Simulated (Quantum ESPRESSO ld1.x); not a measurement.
Q: All-electron atom: Yb6+ in [Kr] 4d10 4f12 5s2 5p4. All-electron calculation, scalar-relativistic Kohn-Sham, PBE, spin-unpolarised, spherical densities, point nucleus. Program: ld1.x of Quantum ESPRESSO 7.5. Some entries of the table are withheld. Estimate them.

| orbital | occ. | eigenvalue (hartree) | <r^2> (bohr^2) |
|---|---|---|---|
| 1s | 2 | -2254.18 | 0.0005297 |
| 2s | 2 | -384.766 | 0.008209 |
| 2p | 6 | -339.482 | 0.006714 |
| 3s | 2 | -89.4062 | 0.05367 |
| 3p | 6 | -75.7580 | 0.05420 |
| 3d | 10 | -59.1526 | 0.04510 |
| 4s | 2 | -20.3366 | 0.2678 |
| 4p | 6 | (1) | 0.3038 |
| 4d | 10 | -9.93943 | 0.3587 |
| 5s | 2 | -5.05153 | 1.441 |
| 5p | 4 | (2) | 1.854 |
| 4f | 12 | -3.42014 | 0.5774 |

A: 
(1) 4p eigenvalue (hartree): -15.8481
(2) 5p eigenvalue (hartree): -3.89441
